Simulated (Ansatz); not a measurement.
Species: trifluoromethylgermane, CH3F3Ge, charge 0, multiplicity 1. 
Structure (B3LYP-D3(BJ)/def2-TZVP (Ansatz, a first-principles code) minimum search):
SMILES: F[C](F)([GeH3])F
```xyz
8

F     -1.3636     0.8551    -0.9181
C     -0.8567    -0.0223    -0.0215
F     -1.4013     0.2844     1.1785
F     -1.3229    -1.2457    -0.3629
Ge     1.1596     0.0301     0.0291
H      1.6091    -0.9972     1.0717
H      1.5616     1.4538     0.4239
H      1.6531    -0.3313    -1.3746
```
Charge 0, spin multiplicity 1.

Property: vertical ionisation energy (to the doublet state of charge +1; each state is the SCF solution reached for its spin; the molecule has degenerate orbitals, so one determinant may break the symmetry), in eV. Valence correlation only, unless marked. UHF or UKS for open shells. No spin-orbit coupling. The frozen core is the preceding noble-gas configuration, with the filled d and f shells of earlier blocks. No relativistic terms. Basis-set limits of correlation are two-point, X^-3; Hartree-Fock from the larger set. [CCSD(T)-MP2]/basis is that difference in the basis named.

```csv
level,program,vertical ionisation energy (eV)
HF/aug-cc-pVDZ,Ansatz,11.66
```

Q: What does RI-MP2/CBS(aug-cc-pVTZ,aug-cc-pVQZ)+[CCSD(T)-MP2]/aug-cc-pVTZ (Ansatz) give?

A: 12.13 eV, so HF/aug-cc-pVDZ differs from it by -0.47 eV.
